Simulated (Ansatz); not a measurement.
[Eu(NH3)6]3+ (EuN₆H₁₈³⁺). The state is a septet with charge 3. Geometry PBE-D4/def2-SVP; atoms count from 1.

Cartesian coordinates in Å:
```
Eu 0.000 0.000 -0.001
N -1.528 -0.870 -1.919
H -1.386 -0.427 -2.846
H -2.542 -0.743 -1.740
H -1.439 -1.885 -2.116
N 1.529 0.857 1.922
H 1.356 0.441 2.856
H 1.475 1.878 2.096
H 2.540 0.689 1.763
N -0.118 2.275 -1.258
H 0.585 2.374 -2.015
H 0.048 3.107 -0.660
H -1.017 2.488 -1.729
N 0.128 -2.265 1.272
H 1.055 -2.513 1.664
H -0.128 -3.094 0.702
H -0.509 -2.326 2.089
N 1.937 -0.964 -1.446
H 1.696 -1.153 -2.436
H 2.334 -1.864 -1.115
H 2.765 -0.341 -1.510
N -1.948 0.967 1.428
H -1.691 1.258 2.389
H -2.731 0.303 1.575
H -2.411 1.808 1.035
```

In the def2 sets Eu takes a core potential; there is no spin–orbit coupling. With an open 4f shell the SCF may have ended on a state above the lowest.

(1) Estimate the Mulliken populations from the PBE0/def2-TZVP orbitals of Ansatz.

(2) Where does the spin sit?

(3) And the Mayer bond orders between heavy atoms (over 0.3)?

## Answers

(1) 
```csv
atom,charge (e),spin (α − β),d electrons
Eu1,1.61,6.14,10.71
N2,-0.75,-0.02,–
H3,0.33,0.00,–
H4,0.33,0.00,–
H5,0.33,0.00,–
N6,-0.75,-0.02,–
H7,0.33,0.00,–
H8,0.33,0.00,–
H9,0.33,0.00,–
N10,-0.75,-0.02,–
H11,0.33,0.00,–
H12,0.33,0.00,–
H13,0.33,0.00,–
N14,-0.75,-0.02,–
H15,0.33,0.00,–
H16,0.33,0.00,–
H17,0.33,0.00,–
N18,-0.75,-0.02,–
H19,0.33,0.00,–
H20,0.33,0.00,–
H21,0.33,0.00,–
N22,-0.75,-0.02,–
H23,0.33,0.00,–
H24,0.33,0.00,–
H25,0.33,0.00,–
```
Mulliken values depend strongly on the basis.

(2) Summed by element: Eu 6.14, N -0.14, H 0.00, of 6 unpaired in all. Largest on single atoms: Eu1 6.14, N14 -0.02, N6 -0.02.

(3) Eu1–N2 0.38 (2.60 Å); Eu1–N6 0.38 (2.60 Å); Eu1–N10 0.38 (2.60 Å); Eu1–N14 0.38 (2.60 Å); Eu1–N18 0.38 (2.60 Å); Eu1–N22 0.38 (2.60 Å).
